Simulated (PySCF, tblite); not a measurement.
A database entry of computed molecular properties. Lists by class give the value and the number of equivalent atoms.

```json
{
 "formula": "C6H11N2P",
 "smiles": "CCCn1ncpc1C",
 "charge": 0,
 "multiplicity": 1,
 "geometry_level": "GFN2-xTB",
 "atoms_angstrom": [
  ["C", 2.336, 0.137, -0.368],
  ["C", 1.446, -0.931, 0.256],
  ["C", 0.411, -0.325, 1.21],
  ["N", -0.519, 0.539, 0.527],
  ["N", -0.252, 1.833, 0.509],
  ["C", -1.155, 2.483, -0.174],
  ["P", -2.437, 1.502, -0.863],
  ["C", -1.628, 0.15, -0.136],
  ["C", -2.059, -1.275, -0.173],
  ["H", 2.879, 0.679, 0.402],
  ["H", 3.054, -0.319, -1.045],
  ["H", 1.74, 0.853, -0.928],
  ["H", 0.936, -1.485, -0.534],
  ["H", 2.056, -1.638, 0.821],
  ["H", -0.142, -1.118, 1.721],
  ["H", 0.921, 0.294, 1.952],
  ["H", -1.061, 3.55, -0.266],
  ["H", -2.229, -1.659, 0.834],
  ["H", -2.988, -1.353, -0.733],
  ["H", -1.312, -1.906, -0.654]
 ],
 "electronic_structure_code": "PySCF",
 "results": {
  "GFN2-xTB geometry": {
   "point_group": "C1",
   "rotational_constants_GHz": [2.314, 1.075, 0.851]
  },
  "PBE0/pcSseg-1 ground state and GIAO shieldings, non-relativistic": {
   "dipole_D": 3.22,
   "homo_eV": -6.62,
   "lumo_eV": -0.29,
   "shift_vs_computed_TMS_C_by_class_ppm": [
    [175.9, 1],
    [165.2, 1],
    [55.3, 1],
    [28.1, 1],
    [16.5, 1],
    [13.9, 1]
   ],
   "shift_vs_computed_TMS_H_by_class_ppm": [
    [8.56, 1],
    [4.44, 2],
    [2.76, 3],
    [1.67, 2],
    [0.98, 3]
   ],
   "shielding_other_nuclei_by_class_ppm": [
    ["N", -116.9, 1],
    ["N", 13.0, 1],
    ["P", 196.3, 1]
   ],
   "charges_hirshfeld_e_by_atom": [-0.12, -0.07, -0.01, 0.05, -0.12, -0.08, -0.01, -0.01, -0.12, 0.04, 0.04, 0.03, 0.04, 0.04, 0.05, 0.05, 0.05, 0.05, 0.05, 0.05]
  },
  "GFN2-xTB harmonic vibrations, gas phase": {
   "strongest_ir_bands_cm-1_km_per_mol_modes": [
    [1336.8, 37.1, 1],
    [1462.4, 52.7, 1],
    [2977.9, 43.0, 2],
    [2999.6, 42.8, 1],
    [3041.3, 42.8, 1],
    [3043.5, 38.0, 1]
   ],
   "zpe_kcal_per_mol": 103.6
  }
 }
}
```

The zero-point energy, half the sum of the 54 harmonic wavenumbers, equals 36240 cm⁻¹ or 434 kJ/mol. The rotational constants make it an asymmetric top with κ = (2B − A − C)/(A − C) = -0.69, nearer the prolate limit (−1). The dipole equals about 10.7 × 10⁻³⁰ C·m (1 D = 3.33564 × 10⁻³⁰ C·m).

 NMR classes are plain means over equivalent atoms (diastereotopic ones count apart unless rotation or inversion swaps them), as if these changed places fast; in this geometry the members of some classes differ.

The values belong to the conformer `[CH3:1][CH2:2][CH2:3][n:4]1[n:5][cH:6][p:7][c:8]1[CH3:9]`: C1–C2–C3–N4 64°, C2–C3–N4–N5 -95°.
